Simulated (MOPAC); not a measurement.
MOPAC input (MNDO):

```
MNDO PRECISE GNORM=0.05 LET XYZ GEO-OK AUX(PRECISION=9) THREADS=1
H4Si2

Si    0.00714127 1    1.04995696 1    0.80957954 1
H    -0.41840924 1    1.86076314 1   -0.40814884 1
Si    0.01975272 1   -0.90056355 1   -0.58375403 1
H     0.97687736 1   -0.69981080 1   -1.70695297 1
H    -1.33626862 1   -1.10126450 1   -1.16589692 1
H     0.40128468 1   -2.15119550 1    0.11944169 1
```

Output:

```
 *******************************************************************************
 **                                                                           **
 **                              MOPAC v23.2.5                                **
 **                                                                           **
 *******************************************************************************
 ** MOPAC's Digital Object Identifier: https://doi.org/10.5281/zenodo.6511958 **
 **                                                                           **
 ** Please cite the open-source release paper for use of this MOPAC version:  **
 ** J. E. Moussa and J. J. P. Stewart (2026)                                  **
 ** MOPAC: An open-source semiempirical molecular orbital program             **
 ** J. Open Source Softw., 11(119), 8025, https://doi.org/10.21105/joss.08025 **
 *******************************************************************************

                              MNDO CALCULATION RESULTS

 *******************************************************************************
 *  MNDO       - The MNDO Hamiltonian to be used
 *  GEO-OK     - OVERRIDE INTERATOMIC DISTANCE AND OTHER SAFETY CHECKS
 *  LET        - OVERRIDE SOME SAFETY CHECKS
 *  PRECISE    - TIGHTER CRITERIA TO BE USED
 *  XYZ        - CARTESIAN COORDINATE SYSTEM TO BE USED
 *  GNORM      - EXIT WHEN GRADIENT NORM DROPS BELOW 0.050
 *  AUX        - OUTPUT AUXILIARY INFORMATION
 *******************************************************************************
MNDO PRECISE GNORM=0.05 LET XYZ GEO-OK AUX(PRECISION=9) THREADS=1
 H4Si2

   ATOM   CHEMICAL          X               Y               Z
  NUMBER   SYMBOL      (ANGSTROMS)     (ANGSTROMS)     (ANGSTROMS)

     1      Si          0.00714127  *   1.04995696  *   0.80957954  *
     2       H         -0.41840924  *   1.86076314  *  -0.40814884  *
     3      Si          0.01975272  *  -0.90056355  *  -0.58375403  *
     4       H          0.97687736  *  -0.69981080  *  -1.70695297  *
     5       H         -1.33626862  *  -1.10126450  *  -1.16589692  *
     6       H          0.40128468  *  -2.15119550  *   0.11944169  *

          CARTESIAN COORDINATES

    NO.       ATOM           X           Y           Z

     1        Si          0.0071      1.0500      0.8096
     2         H         -0.4184      1.8608     -0.4081
     3        Si          0.0198     -0.9006     -0.5838
     4         H          0.9769     -0.6998     -1.7070
     5         H         -1.3363     -1.1013     -1.1659
     6         H          0.4013     -2.1512      0.1194

  H: (MNDO): M.J.S. DEWAR, W. THIEL, J. AM. CHEM. SOC., 99, 4899, (1977)
 Si: (MNDO): M.J.S.DEWAR, ET. AL. ORGANOMETALLICS  5, 375 (1986)

           Empirical Formula: H4 Si2  =     6 atoms

      MOLECULAR POINT GROUP   :   Cs

      RHF CALCULATION, NO. OF DOUBLY OCCUPIED LEVELS = 6

          Geometry optimization using EF

          DIAGONAL MATRIX USED AS START HESSIAN

 CYCLE:     1  GRAD.:   116.313 HEAT:  108.6192
 CYCLE:     2  GRAD.:    43.424 HEAT:  94.84179
 CYCLE:     3  GRAD.:    74.499 HEAT:  94.61222
 CYCLE:     4  GRAD.:    38.046 HEAT:  91.79025
 CYCLE:     5  GRAD.:    43.528 HEAT:  92.10797
 CYCLE:     6  GRAD.:    10.163 HEAT:  90.68861
 CYCLE:     7  GRAD.:     5.707 HEAT:  90.55795
 CYCLE:     8  GRAD.:     8.890 HEAT:  90.46453
 CYCLE:     9  GRAD.:     6.036 HEAT:  90.31492
 CYCLE:    10  GRAD.:     2.978 HEAT:  90.25008
 CYCLE:    11  GRAD.:     2.252 HEAT:  90.18902
 CYCLE:    12  GRAD.:     0.616 HEAT:  90.18405
 CYCLE:    13  GRAD.:     0.723 HEAT:  90.18046
 CYCLE:    14  GRAD.:     0.568 HEAT:  90.17829
 CYCLE:    15  GRAD.:     0.782 HEAT:  90.17599
 CYCLE:    16  GRAD.:     1.149 HEAT:  90.17371
 CYCLE:    17  GRAD.:    72.188 HEAT:  92.93253
 CYCLE:    18  GRAD.:     0.584 HEAT:  90.17177
 CYCLE:    19  GRAD.:     0.440 HEAT:  90.17055
 CYCLE:    20  GRAD.:     0.768 HEAT:  90.16687
 CYCLE:    21  GRAD.:     1.581 HEAT:  90.16399
 CYCLE:    22  GRAD.:     3.193 HEAT:  90.15248
 CYCLE:    23  GRAD.:     5.036 HEAT:  90.13709
 CYCLE:    24  GRAD.:    12.070 HEAT:  90.11771
 CYCLE:    25  GRAD.:     5.399 HEAT:  90.10579
 CYCLE:    26  GRAD.:     7.971 HEAT:  90.09898
 CYCLE:    27  GRAD.:     5.045 HEAT:  90.03474
 CYCLE:    28  GRAD.:     6.443 HEAT:  90.01503
 CYCLE:    29  GRAD.:     8.012 HEAT:  89.95878
 CYCLE:    30  GRAD.:     6.444 HEAT:  89.89859
 CYCLE:    31  GRAD.:    63.885 HEAT:  92.43978
 CYCLE:    32  GRAD.:     1.274 HEAT:  89.86858
 CYCLE:    33  GRAD.:     1.221 HEAT:  89.86226
 CYCLE:    34  GRAD.:    26.497 HEAT:  90.19456
 CYCLE:    35  GRAD.:     1.893 HEAT:  89.85014
 CYCLE:    36  GRAD.:     1.581 HEAT:  89.84011
 CYCLE:    37  GRAD.:   124.040 HEAT:  103.2387
 CYCLE:    38  GRAD.:     7.431 HEAT:  89.85720
 CYCLE:    39  GRAD.:     2.864 HEAT:  89.78376
 CYCLE:    40  GRAD.:     0.733 HEAT:  89.77846
 CYCLE:    41  GRAD.:     0.266 HEAT:  89.77807
 CYCLE:    42  GRAD.:     0.223 HEAT:  89.77784
 CYCLE:    43  GRAD.:     0.655 HEAT:  89.77683
 CYCLE:    44  GRAD.:     0.834 HEAT:  89.77536
 CYCLE:    45  GRAD.:     3.016 HEAT:  89.77755
 CYCLE:    46  GRAD.:     0.602 HEAT:  89.77291
 CYCLE:    47  GRAD.:     0.280 HEAT:  89.77189
 CYCLE:    48  GRAD.:     1.687 HEAT:  89.77242
 CYCLE:    49  GRAD.:     0.113 HEAT:  89.77118
 CYCLE:    50  GRAD.:     0.199 HEAT:  89.77106
 CYCLE:    51  GRAD.:     0.374 HEAT:  89.77098
 CYCLE:    52  GRAD.:     0.126 HEAT:  89.77091
 CYCLE:    53  GRAD.:     0.149 HEAT:  89.77089
 CYCLE:    54  GRAD.:     0.050 HEAT:  89.77088

     GRADIENT =  0.04978 IS LESS THAN CUTOFF =  0.05000

 -------------------------------------------------------------------------------
 MNDO PRECISE GNORM=0.05 LET XYZ GEO-OK AUX(PRECISION=9) THREADS=1
 H4Si2

     GEOMETRY OPTIMISED USING EIGENVECTOR FOLLOWING (EF).
     SCF FIELD WAS ACHIEVED

                              MNDO CALCULATION
                                                       MOPAC v23.2.5 Linux

          FINAL HEAT OF FORMATION =         89.77088 KCAL/MOL =     375.60135 KJ/MOL

          COSMO AREA              =        113.00 SQUARE ANGSTROMS
          COSMO VOLUME            =        104.57 CUBIC ANGSTROMS

          GRADIENT NORM           =          0.04978          =       0.02032 PER ATOM
          IONIZATION POTENTIAL    =          6.801002 EV
          HOMO LUMO ENERGIES (EV) =         -6.801 -1.418
          NO. OF FILLED LEVELS    =          6
          MOLECULAR WEIGHT        =         60.2026         POINT GROUP:  Cs

          MOLECULAR DIMENSIONS (Angstroms)

            Atom       Atom       Distance
            H     6    H     2     4.19605
            H     5    H     4     2.24155
            H     2    H     4     1.78261

          SCF CALCULATIONS        =         55

   ATOM   CHEMICAL          X               Y               Z
  NUMBER   SYMBOL      (ANGSTROMS)     (ANGSTROMS)     (ANGSTROMS)

     1      Si         -0.07284631  *   0.96718179  *   0.40607421  *
     2       H         -0.16858477  *   2.21762439  *   0.92417784  *
     3      Si          0.03024175  *  -0.88336042  *  -0.52586127  *
     4       H          0.95293343  *  -0.84656850  *  -1.54545448  *
     5       H         -1.19922196  *  -1.22058359  *  -1.04256976  *
     6       H          0.40522398  *  -1.89584055  *   0.32669700  *

                             CARTESIAN COORDINATES

   1   Si       -0.072846307     0.967181794     0.406074209
   2    H       -0.168584768     2.217624394     0.924177840
   3   Si        0.030241753    -0.883360425    -0.525861265
   4    H        0.952933433    -0.846568495    -1.545454475
   5    H       -1.199221955    -1.220583588    -1.042569760
   6    H        0.405223975    -1.895840554     0.326696999

           Empirical Formula: H4 Si2  =     6 atoms

      MOLECULAR POINT GROUP   :   Cs

                  EIGENVALUES
 -22.99708 -15.20078 -12.20543 -12.07456 -10.90647  -6.80100  -1.41829   1.13662
   2.30534   2.32537   2.90732   3.28735

              NET ATOMIC CHARGES AND DIPOLE CONTRIBUTIONS

  ATOM NO.   TYPE          CHARGE      No. of ELECS.   s-Pop       p-Pop
    1         Si          -0.275905        4.2759     1.30354     2.97237
    2          H          -0.087117        1.0871     1.08712
    3         Si           1.535813        2.4642     1.00909     1.45509
    4          H          -0.392731        1.3927     1.39273
    5          H          -0.392686        1.3927     1.39269
    6          H          -0.387375        1.3874     1.38737
 DIPOLE           X         Y         Z       TOTAL
 POINT-CHG.     0.101    -1.299    -0.530     1.407
 HYBRID        -0.133     1.198     0.322     1.247
 SUM           -0.032    -0.102    -0.208     0.234

          ATOMIC ORBITAL ELECTRON POPULATIONS

     Atom    s        px        py        pz
    1 Si   1.30354   0.15826   1.08910   1.72501
    2  H   1.08712
    3 Si   1.00909   0.49431   0.47596   0.48482
    4  H   1.39273
    5  H   1.39269
    6  H   1.38737

 **********************
 *                    *
 * JOB ENDED NORMALLY *
 *                    *
 **********************

 == MOPAC DONE ==
```
